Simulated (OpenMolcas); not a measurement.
Worked example: vertical electron affinity of SnSiH5O (SMILES [SiH3][O][SnH2])

SnSiH5O has 8 atoms, charge 0, and is taken as a doublet. As SMILES, `[SiH3][O][SnH2]`. Geometry: relaxed at PBE0-D4/def2-TZVP. This is one conformer, not always the lowest.

Both states at this one shape; open shells run unrestricted unless said. 1 Eh = 27.2114 eV.

```
                            level     program  doublet SnSiH5O (Eh)  singlet SnSiH5O− (Eh)
UM06-L/def2-SVPD (core potential)  OpenMolcas           -582.012313            -582.067651
UB3LYP/def2-SVPD (core potential)  OpenMolcas           -581.964424            -582.025734
```

Q: Work out the vertical electron affinity, E(N) − E(N+1), at each level.

A: 
1. UM06-L/def2-SVPD (core potential): -582.012313 − (-582.067651) = 0.055338 Eh = 1.51 eV.
2. UB3LYP/def2-SVPD (core potential): -581.964424 − (-582.025734) = 0.061310 Eh = 1.67 eV.

No measured value is set beside it here; the levels span 1.51 to 1.67 eV. Spin-orbit coupling, which splits open shells on such heavy atoms by tenths of an eV, is left out.
